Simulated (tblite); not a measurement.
Isomers of C5H9F3OSi. Level: GFN2-xTB in tblite, geometry and Hessian alike; calculated harmonic values, unscaled, isolated species. The method is semi-empirical: single wavenumbers can be off by several per cent or more. Modes of hydrogen on silicon can be 10 to 20 % off. One conformer each.

Electronic energies: GFN2-xTB at the same geometries; isomer energies are rough at this level and their order can be wrong.

```json
{"SMILES": "C[C@@H]1[SiH2]C[C@H]1OC(F)(F)F", "electronic energy, lowest = 0 (kcal/mol)": "13.3"}
{"SMILES": "O[SiH2]/C(=C\\C(F)F)CCF", "electronic energy, lowest = 0 (kcal/mol)": "0.0"}
{"SMILES": "FC(F)(F)[SiH]1CCOCC1", "electronic energy, lowest = 0 (kcal/mol)": "20.8"}
```

Problem. How do GFN2-xTB zero-point energies change the relative energies?

Solution. 
```json
{"SMILES": "O[SiH2]/C(=C\\C(F)F)CCF", "ZPE (kcal/mol)": "82.6", "of it from modes above 1550 cm⁻¹": "39.7", "electronic (kcal/mol)": "0.0", "with ZPE, lowest = 0 (kcal/mol)": "0.0", "lowest mode (cm⁻¹)": "27", "rings": "0"}
{"SMILES": "C[C@@H]1[SiH2]C[C@H]1OC(F)(F)F", "ZPE (kcal/mol)": "83.5", "of it from modes above 1550 cm⁻¹": "36.7", "electronic (kcal/mol)": "13.3", "with ZPE, lowest = 0 (kcal/mol)": "14.2", "lowest mode (cm⁻¹)": "13", "rings": "1"}
{"SMILES": "FC(F)(F)[SiH]1CCOCC1", "ZPE (kcal/mol)": "85.3", "of it from modes above 1550 cm⁻¹": "36.9", "electronic (kcal/mol)": "20.8", "with ZPE, lowest = 0 (kcal/mol)": "23.4", "lowest mode (cm⁻¹)": "19", "rings": "1"}
```

The zero-point energies span 2.7 kcal/mol, from `O[SiH2]/C(=C\C(F)F)CCF` to `FC(F)(F)[SiH]1CCOCC1`. The order is unchanged.
